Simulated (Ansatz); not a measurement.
The cluster Zr₃O₄⁺. The state is a doublet with charge 1. Geometry PBE0-D4/def2-SVP; atoms count from 1.

```xyz
7

Zr   -0.523    0.927   -0.518
Zr    1.711   -0.555   -0.800
Zr    0.015   -1.370    1.369
O    -0.997    0.474    1.513
O    -1.716   -0.439    0.607
O     1.391    1.288   -0.285
O     0.119   -0.325   -1.886
```

In the def2 sets Zr takes a core potential; there is no spin–orbit coupling. The structure holds 1 bond(s) between oxygen atoms. No other spin state of charge 1 was run. Another isomer (doublet) lies 6.20 eV lower at PBE0-D4/def2-TZVP; other spin states weren't run for this one.

Question: Estimate the Mulliken populations from the PBE0/def2-TZVP orbitals of Ansatz.

Answer: 
```json
{"atom": "Zr1", "charge (e)": "1.31", "spin (α − β)": "-0.16", "d electrons": "2.11"}
{"atom": "Zr2", "charge (e)": "0.86", "spin (α − β)": "-0.02", "d electrons": "2.21"}
{"atom": "Zr3", "charge (e)": "0.84", "spin (α − β)": "1.16", "d electrons": "2.35"}
{"atom": "O4", "charge (e)": "-0.38", "spin (α − β)": "-0.01", "d electrons": "–"}
{"atom": "O5", "charge (e)": "-0.38", "spin (α − β)": "-0.01", "d electrons": "–"}
{"atom": "O6", "charge (e)": "-0.63", "spin (α − β)": "0.02", "d electrons": "–"}
{"atom": "O7", "charge (e)": "-0.63", "spin (α − β)": "0.02", "d electrons": "–"}
```
Mulliken values and Mayer orders depend strongly on the basis.

Question: Where does the spin sit?

Answer: Summed by element: Zr 0.98, O 0.02, of 1 unpaired in all. Largest on single atoms: Zr3 1.16, Zr1 -0.16, Zr2 -0.02.

Question: And the Mayer bond orders between bonded heavy atoms (over 0.3)?

Answer: Zr1–Zr2 0.69 (2.70 Å); Zr1–Zr3 0.46 (3.02 Å); Zr1–O4 0.48 (2.13 Å); Zr1–O5 0.48 (2.13 Å); Zr1–O6 0.97 (1.96 Å); Zr1–O7 0.97 (1.96 Å); Zr2–Zr3 1.53 (2.87 Å); Zr2–O6 1.07 (1.94 Å); Zr2–O7 1.07 (1.94 Å); Zr3–O4 0.56 (2.11 Å); Zr3–O5 0.56 (2.11 Å); O4–O5 0.83 (1.47 Å).
